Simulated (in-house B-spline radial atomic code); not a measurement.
Ionisation energies along the 35-electron series, configuration [Ar] 3d10 4s2 4p5, as differences of self-consistent energies. Dirac energy differences include first-order Breit, QED and recoil terms. NIST's values go from ground level to ground level; the uncertainty of those that are theory runs from under 0.1 % in few-electron ions to several per cent in heavy many-electron ones. Computed with a B-spline radial code for spherical atoms: Dirac-Hartree-Fock, average of the configuration, finite nuclei.

```
  ion  configuration after  ionisation energy (eV)  IE/(q+1)² (eV)  Breit and QED recoil part (eV)  tabulated value (eV)    tabulated kind  computed minus tabulated (eV)
   Br    [Ar] 3d10 4s2 4p4                    11.5          11.531                      -0.0024345              11.81381          measured                           -0.3
  Kr+    [Ar] 3d10 4s2 4p4                    24.1          6.0366                      -0.0072189              24.35984          measured                           -0.2
 Rb2+    [Ar] 3d10 4s2 4p4                       ?               ?                               ?                     ?    semi-empirical                              ?
 Sr3+    [Ar] 3d10 4s2 4p4                    56.2          3.5138                       -0.021103                 56.28    semi-empirical                           -0.1
 Zr5+    [Ar] 3d10 4s2 4p4                       ?               ?                               ?                     ?    semi-empirical                              ?
 Nb6+    [Ar] 3d10 4s2 4p4                   119.6          2.4414                        -0.05317                 119.1          measured                            0.5
 Mo7+    [Ar] 3d10 4s2 4p4                   144.6          2.2597                       -0.067117                 143.6          measured                            1.0
 Tc8+    [Ar] 3d10 4s2 4p4                   171.5          2.1171                       -0.082852                   169  tabulated theory                            2.5
 Ru9+    [Ar] 3d10 4s2 4p4                   200.2          2.0021                        -0.10042                   198  tabulated theory                            2.2
Rh10+    [Ar] 3d10 4s2 4p4                       ?               ?                               ?                     ?  tabulated theory                              ?
Pd11+    [Ar] 3d10 4s2 4p4                   263.2          1.8276                        -0.14148                   260  tabulated theory                            3.2
Ag12+    [Ar] 3d10 4s2 4p4                   297.4          1.7598                        -0.16515                   294  tabulated theory                            3.4
Cd13+    [Ar] 3d10 4s2 4p4                   333.5          1.7013                        -0.19101                   329  tabulated theory                            4.5
In14+    [Ar] 3d10 4s2 4p4                   371.3          1.6503                         -0.2192                   368  tabulated theory                            3.3
Sn15+    [Ar] 3d10 4s2 4p4                   411.0          1.6055                        -0.24977                   407  tabulated theory                            4.0
Sb16+    [Ar] 3d10 4s2 4p4                   452.5          1.5657                        -0.28287                   447  tabulated theory                            5.5
Te17+    [Ar] 3d10 4s2 4p4                   495.8          1.5303                        -0.31851                   491  tabulated theory                            4.8
 I18+    [Ar] 3d10 4s2 4p4                   540.9          1.4985                        -0.35694                   535  tabulated theory                            5.9
Xe19+    [Ar] 3d10 4s2 4p4                   587.9          1.4697                         -0.3981                   582  tabulated theory                            5.9
Cs20+    [Ar] 3d10 4s2 4p4                   636.7          1.4437                         -0.4422                   629  tabulated theory                            7.7
Ba21+    [Ar] 3d10 4s2 4p4                   687.2          1.4199                        -0.48928                   679  tabulated theory                            8.2
La22+    [Ar] 3d10 4s2 4p4                   739.7          1.3982                        -0.53951                   731  tabulated theory                            8.7
Ce23+    [Ar] 3d10 4s2 4p4                   793.9          1.3783                        -0.59296                   785  tabulated theory                            8.9
Pr24+    [Ar] 3d10 4s2 4p4                   850.0            1.36                        -0.64975                   840  tabulated theory                           10.0
```

Question: Fill in the row of Rb2+.

Answer: ionisation energy (eV): 39.1; IE/(q+1)² (eV): 4.3449; Breit and QED recoil part (eV): -0.013446; tabulated value (eV): 39.247; computed minus tabulated (eV): -0.1.

Question: Fill in the row of Zr5+.

Answer: ionisation energy (eV): 96.5; IE/(q+1)² (eV): 2.6818; Breit and QED recoil part (eV): -0.040901; tabulated value (eV): 96.38; computed minus tabulated (eV): 0.2.

Question: Fill in the row of Rh10+.

Answer: ionisation energy (eV): 230.8; IE/(q+1)² (eV): 1.9072; Breit and QED recoil part (eV): -0.11994; tabulated value (eV): 228; computed minus tabulated (eV): 2.8.

Where a p, d or f electron is removed, the computed value is a mean over both j, so it misses the tabulated one by a part of the spin-orbit splitting; averaging over terms and missing correlation add to the gap, relatively most at low charge.
